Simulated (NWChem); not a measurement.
# C$_{3}$H$_{3}$N$_{2}$ anion

```xyz
8

C     -0.6982     0.0000    -0.9017
C      0.6982     0.0000    -0.9017
N      1.1439     0.0000     0.3924
C      0.0000     0.0000     1.1046
N     -1.1439     0.0000     0.3924
H     -1.3877     0.0000    -1.7497
H      1.3877     0.0000    -1.7497
H      0.0000     0.0000     2.1991
```
Atoms are numbered in this order, from 1.

Computed with NWChem. Pople sets run with spherical d functions. Sets without diffuse functions describe the anion's extra electron poorly. Structure relaxed at the B3LYP/def2-SVPD level. Not confirmed as a minimum by frequencies. The highest occupied level is positive in some or all of these runs, so the extra electron may be held by the finite basis. Level SCAN/6-31G*: energy and gradient on several grids; changes count from the extra-fine grid, which is no exact limit either.

```csv
grid,size of the energy change (μHa),largest change of a gradient component (μHa/bohr),"time, medium = 1 (rough)"
xcoarse,20000,5000,about 1
coarse,10000,1000,about 1
medium,3000,2000,about 1
fine,1000,800,about 1
xfine,< 10,< 30,2
```
